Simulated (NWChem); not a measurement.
System: CH₄ClInO; SMILES [Cl][InH][O]C

Parts of the log:

```
             Northwest Computational Chemistry Package (NWChem) 7.3.0
             --------------------------------------------------------

 CS  symmetry detected

                             Geometry "geometry" -> ""
                             -------------------------

 Output coordinates in angstroms (scale by  1.889725989 to convert to a.u.)

  No.       Tag          Charge          X              Y              Z
 ---- ---------------- ---------- -------------- -------------- --------------
    1 In                  49.0000    -0.43587782     0.03833203     0.00000000
    2 H                    1.0000    -2.13350003    -0.15585842     0.00000000
    3 Cl                  17.0000     0.64426922     2.11404128     0.00000000
    4 O                    8.0000     0.91084384    -1.42258676     0.00000000
    5 C                    6.0000     0.60792423    -2.78420776     0.00000000
    6 H                    1.0000     1.04088841    -3.27929901    -0.88973300
    7 H                    1.0000     1.04088841    -3.27929901     0.88973300
    8 H                    1.0000    -0.47713620    -3.01657394     0.00000000

 Effective nuclear repulsion energy (a.u.)     457.1513550019

      Symmetry information
      --------------------

 Group name             Cs
 Group number              2
 Group order               2
 No. of unique centers     7

 Summary of "ao basis" -> "ao basis" (spherical)
 ------------------------------------------------------------------------------
       Tag                 Description            Shells   Functions and Types
 ---------------- ------------------------------  ------  ---------------------
 In                         def2-svp                10       26   4s4p2d
 H                          def2-svp                 3        5   2s1p
 Cl                         def2-svp                 8       18   4s3p1d
 O                          def2-svp                 6       14   3s2p1d
 C                          def2-svp                 6       14   3s2p1d

      Symmetry analysis of basis
      --------------------------

        a'         64
        a"         28

            General Information
            -------------------
          SCF calculation type: DFT
          Wavefunction type:  closed shell.
          No. of atoms     :     8
          No. of electrons :    56
           Alpha electrons :    28
            Beta electrons :    28
          Charge           :     0
          Spin multiplicity:     1
          Use of symmetry is: on ; symmetry adaption is: on
          Maximum number of iterations: 150
          AO basis - number of functions:    92
                     number of shells:    42
          Convergence on energy requested:  1.00D-06
          Convergence on density requested:  1.00D-05
          Convergence on gradient requested:  5.00D-04

              XC Information
              --------------
                     Hartree-Fock (Exact) Exchange  1.000
                     LC-wPBE(h)Exchange Functional  0.800
            Perdew 1991 LDA Correlation Functional  1.000 local
           PerdewBurkeErnz. Correlation Functional  1.000 non-local

           Range-Separation Parameters
           ---------------------------
           Alpha           :  0.20
           Beta            :  0.80
           Gamma           :  0.20
           Short-Range HF  :     F

             Grid Information
             ----------------
          Grid used for XC integration:  medium
          Radial quadrature: Mura-Knowles
          Angular quadrature: Lebedev.
          Tag              B.-S. Rad. Rad. Pts. Rad. Cut. Ang. Pts.
          ---              ---------- --------- --------- ---------
          In                  1.55      123          11.0       590
          H                   0.35       45          12.0       434
          Cl                  1.00       88          13.0       590
          O                   0.60       49           9.0       434
          C                   0.70       49          11.0       434
          Grid pruning is: on
          Number of quadrature shells:   444
          Spatial weights used:  Erf1

      Superposition of Atomic Density Guess
      -------------------------------------

 Sum of atomic energies:        -791.68690153

      Non-variational initial energy
      ------------------------------

 Total energy =    -763.826397
 1-e energy   =   -1601.080718
 2-e energy   =     598.396921
 HOMO         =      -0.369647
 LUMO         =      -0.030413

      Symmetry analysis of molecular orbitals - initial
      -------------------------------------------------

  Numbering of irreducible representations:

     1 a'          2 a"

  Orbital symmetries:

     1 a'          2 a'          3 a'          4 a'          5 a'
     6 a'          7 a"          8 a'          9 a'         10 a'
    11 a"         12 a'         13 a'         14 a'         15 a'
    16 a"         17 a"         18 a'         19 a'         20 a'
    21 a"         22 a'         23 a'         24 a'         25 a"
    26 a'         27 a'         28 a"         29 a'         30 a"
    31 a'         32 a'         33 a'         34 a"         35 a'
    36 a'         37 a'         38 a"

     ---------------------------------------------
      Total Density - Mulliken Population Analysis
     ---------------------------------------------

    Atom       Charge   Shell Charges
 -----------   ------   -------------------------------------------------------
    1 In  21    19.70   2.60 -0.60  0.70  0.34  3.23  2.76  0.48  0.14  9.70  0.35
    2 H    1     1.04   0.59  0.44  0.01
    3 Cl  17    17.57   2.00  1.99  1.23  0.72  5.94  2.19  3.48  0.01
    4 O    8     9.01   1.99  1.11  0.73  3.09  2.08  0.01
    5 C    6     5.88   1.99  0.92  0.22  1.85  0.85  0.05
    6 H    1     0.94   0.69  0.22  0.02
    7 H    1     0.94   0.69  0.22  0.02
    8 H    1     0.94   0.69  0.22  0.02

   convergence    iter        energy       DeltaE   RMS-Dens  Diis-err
 ---------------- ----- ----------------- --------- --------- ---------
 d= 0,ls=0.0,diis     1   -765.5174137554 -1.00D+03  1.51D-02  7.36D-01
 d= 0,ls=0.0,diis     2   -765.4985564631  1.89D-02  7.06D-03  1.23D+00
 d= 0,ls=0.0,diis     3   -765.6173182179 -1.19D-01  1.39D-03  1.88D-02
 d= 0,ls=0.0,diis     4   -765.6192497233 -1.93D-03  5.08D-04  2.79D-03
 d= 0,ls=0.0,diis     5   -765.6196109595 -3.61D-04  7.99D-05  3.49D-05
  Resetting Diis
 d= 0,ls=0.0,diis     6   -765.6196186932 -7.73D-06  2.77D-05  2.67D-06
 d= 0,ls=0.0,diis     7   -765.6196193771 -6.84D-07  6.68D-06  1.35D-07

         Total DFT energy =     -765.619619377073
      One electron energy =    -1603.698119148051
           Coulomb energy =      659.483421215498
    Exchange-Corr. energy =      -60.262321595067
 Nuclear repulsion energy =      238.857400150547

 Numeric. integr. density =       55.999979929517

                  Occupations of the irreducible representations
                  ----------------------------------------------

                     irrep           alpha         beta
                     --------     --------     --------
                     a'               21.0         21.0
                     a"                7.0          7.0

                       DFT Final Molecular Orbital Analysis
                       ------------------------------------

 Vector   26  Occ=2.000000D+00  E=-3.872208D-01  Symmetry=a'
              MO Center=  5.8D-01,  1.6D+00, -5.0D-13, r^2= 2.8D+00
   Bfn.  Coefficient  Atom+Function         Bfn.  Coefficient  Atom+Function
  ----- ------------  ---------------      ----- ------------  ---------------
    42      0.561345  3 Cl px                39      0.411671  3 Cl px
    36      0.240649  3 Cl px                43     -0.227081  3 Cl py
    40     -0.161975  3 Cl py                53     -0.136894  4 O  px
    56     -0.110415  4 O  px                37     -0.094690  3 Cl py
     3      0.093615  1 In s                 88     -0.087954  8 H  s

 Vector   27  Occ=2.000000D+00  E=-3.569822D-01  Symmetry=a'
              MO Center=  4.6D-01, -1.4D+00,  5.0D-12, r^2= 3.3D+00
   Bfn.  Coefficient  Atom+Function         Bfn.  Coefficient  Atom+Function
  ----- ------------  ---------------      ----- ------------  ---------------
    53      0.495902  4 O  px                56      0.373203  4 O  px
    88      0.226120  8 H  s                 89      0.180557  8 H  s
    67     -0.179637  5 C  px                28      0.157039  2 H  s
    42      0.146537  3 Cl px                27      0.138509  2 H  s
    11     -0.132769  1 In px                12      0.129049  1 In py

 Vector   28  Occ=2.000000D+00  E=-3.469010D-01  Symmetry=a"
              MO Center=  8.4D-01, -1.7D+00, -4.5D-12, r^2= 2.2D+00
   Bfn.  Coefficient  Atom+Function         Bfn.  Coefficient  Atom+Function
  ----- ------------  ---------------      ----- ------------  ---------------
    55      0.537835  4 O  pz                58      0.424510  4 O  pz
    78      0.208929  6 H  s                 83     -0.208929  7 H  s
    69     -0.195597  5 C  pz                44     -0.139357  3 Cl pz
    79      0.139382  6 H  s                 84     -0.139382  7 H  s
    13      0.120310  1 In pz                41     -0.093911  3 Cl pz

 Vector   29  Occ=0.000000D+00  E= 6.037432D-03  Symmetry=a"
              MO Center= -4.7D-01,  4.7D-02,  2.9D-12, r^2= 4.7D+00
   Bfn.  Coefficient  Atom+Function         Bfn.  Coefficient  Atom+Function
  ----- ------------  ---------------      ----- ------------  ---------------
    16      0.627927  1 In pz                13      0.510052  1 In pz
    44     -0.230102  3 Cl pz                55     -0.176553  4 O  pz
    58     -0.172025  4 O  pz                10     -0.142467  1 In pz
     7     -0.131727  1 In pz                41     -0.120712  3 Cl pz
    38     -0.070318  3 Cl pz                25      0.058903  1 In d  1

 Vector   30  Occ=0.000000D+00  E= 1.423341D-02  Symmetry=a'
              MO Center= -4.0D-01,  1.6D-01, -3.1D-12, r^2= 4.3D+00
   Bfn.  Coefficient  Atom+Function         Bfn.  Coefficient  Atom+Function
  ----- ------------  ---------------      ----- ------------  ---------------
     4      0.840967  1 In s                  3      0.584420  1 In s
    28     -0.582584  2 H  s                 43      0.362855  3 Cl py
     1     -0.348796  1 In s                 52     -0.317172  4 O  s
    35     -0.263525  3 Cl s                 27     -0.254017  2 H  s
    40      0.180605  3 Cl py                19     -0.161665  1 In d  0

 Vector   31  Occ=0.000000D+00  E= 7.637340D-02  Symmetry=a'
              MO Center= -8.0D-01, -3.6D-01, -1.2D-13, r^2= 6.8D+00
   Bfn.  Coefficient  Atom+Function         Bfn.  Coefficient  Atom+Function
  ----- ------------  ---------------      ----- ------------  ---------------
    15      1.079968  1 In py                66      0.725972  5 C  s
    35     -0.426663  3 Cl s                 89     -0.300893  8 H  s
    12      0.245048  1 In py                52      0.218380  4 O  s
    42      0.210272  3 Cl px                70     -0.185659  5 C  px
     4     -0.154472  1 In s                 79     -0.149233  6 H  s

     ---------------------------------------------
      Total Density - Mulliken Population Analysis
     ---------------------------------------------

    Atom       Charge   Shell Charges
 -----------   ------   -------------------------------------------------------
    1 In  21    20.29   2.60 -0.60  0.85  0.17  3.23  2.78  0.92  0.18  9.65  0.51
    2 H    1     1.06   0.65  0.41  0.01
    3 Cl  17    17.29   2.00  1.99  1.24  0.72  5.93  2.12  3.29  0.01
    4 O    8     8.56   1.99  1.06  0.76  2.83  1.91  0.01
    5 C    6     5.87   1.99  0.89  0.15  2.05  0.73  0.06
    6 H    1     0.97   0.75  0.20  0.02
    7 H    1     0.97   0.75  0.20  0.02
    8 H    1     0.99   0.75  0.21  0.02

     -------------------------------------------
      Total Density - Lowdin Population Analysis
     -------------------------------------------

    Atom       Charge   Shell Charges
 -----------   ------   -------------------------------------------------------
    1 In  21    20.62   1.38  0.54  0.64  0.38  3.03  2.84  1.00  0.44  9.39  0.97
    2 H    1     1.08   0.57  0.48  0.03
    3 Cl  17    17.07   2.00  1.96  1.04  0.80  5.82  2.24  3.20  0.01
    4 O    8     8.31   1.97  0.91  0.62  2.71  2.08  0.02
    5 C    6     5.95   1.96  0.57  0.31  1.82  1.15  0.13
    6 H    1     0.98   0.65  0.27  0.06
    7 H    1     0.98   0.65  0.27  0.06
    8 H    1     1.00   0.65  0.28  0.06

     Multipole analysis of the density
     ---------------------------------

     L   x y z        total         alpha         beta         nuclear
     -   - - -        -----         -----         ----         -------
     0   0 0 0      0.000000    -28.000000    -28.000000     56.000000

     1   1 0 0     -1.050477    -12.056894    -12.056894     23.063310
     1   0 1 0     -0.778529      0.624854      0.624854     -2.028237
     1   0 0 1      0.000000      0.000000      0.000000      0.000000

     2   2 0 0    -38.048026    -66.960354    -66.960354     95.872681
     2   1 1 0     -0.132745      4.885190      4.885190     -9.903125
     2   1 0 1      0.000000      0.000000      0.000000      0.000000
     2   0 2 0    -37.839283   -321.280355   -321.280355    604.721427
     2   0 1 1     -0.000000     -0.000000     -0.000000      0.000000
     2   0 0 2    -33.615410    -19.634648    -19.634648      5.653886
```

Level: LRC-wPBEh/def2-SVP with def2 effective core potentials on In. The geometry was optimised at PBE0/def2-SVP. def2 effective core potentials on In; no spin-orbit coupling.

**Question.** Write an input that gives this output.

**Answer.** Several could match; the one computed here: the input that was run:
```
start job
memory heap 200 mb stack 900 mb global 1100 mb
geometry units angstroms noautoz
  In    -0.479212     0.009392     0.000000
  H     -2.177024    -0.183132     0.000000
  Cl     0.602972     2.084040     0.000000
  O      0.866075    -1.452848     0.000000
  C      0.561819    -2.814171     0.000000
  H      0.994297    -3.309687    -0.889733
  H      0.994297    -3.309687     0.889733
  H     -0.523469    -3.045472     0.000000
end
basis spherical
  In library def2-svp
  H library def2-svp
  Cl library def2-svp
  O library def2-svp
  C library def2-svp
end
ecp
  In library def2-ecp
end
dft
  xc xwpbe 0.80 cpbe96 1.0 hfexch 1.00
  cam 0.2 cam_alpha 0.2 cam_beta 0.8
  iterations 150
  mulliken
end
task dft energy
```
